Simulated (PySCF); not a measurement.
A homologous series of growing length: n-germane mercapto/mercapto. Gas-phase values, no solvent. One relaxed conformer stands for each flexible species; it need not be the lowest. Strings in code marks are SMILES.

The numbers are results of B3LYP-D3(BJ)/def2-TZVP // B3LYP-D3(BJ)/def2-SVP run with PySCF, not measurements. All candidates: neutral, multiplicity 1. B3LYP has the VWN-RPA correlation part, as in Gaussian. Excitations are Tamm–Dancoff values on a coarser integration grid. The basis has no diffuse functions, so Rydberg states are missing or too high.

- S1 excitation (TDA): 4.65 eV
- T1 excitation (TDA): 4.13 eV
- HOMO: -6.80 eV

Question: Which member has these values?
A) `[SH][GeH2][GeH2][GeH2][GeH2][GeH2][SH]`
B) `[SH][GeH2][GeH2][GeH2][GeH2][GeH2][GeH2][SH]`
C) `[SH][GeH2][GeH2][SH]`
D) `[SH][GeH2][SH]` (H–S–Ge–S torsion -140°, S–Ge–S–H torsion -140°)

Answer: A, `[SH][GeH2][GeH2][GeH2][GeH2][GeH2][SH]`. The others give `[SH][GeH2][GeH2][SH]`: 4.83 eV, 4.25 eV, -6.81 eV; `[SH][GeH2][SH]` (H–S–Ge–S torsion -140°, S–Ge–S–H torsion -140°): 5.27 eV, 4.80 eV, -7.11 eV; `[SH][GeH2][GeH2][GeH2][GeH2][GeH2][GeH2][SH]`: 4.48 eV, 3.95 eV, -6.65 eV
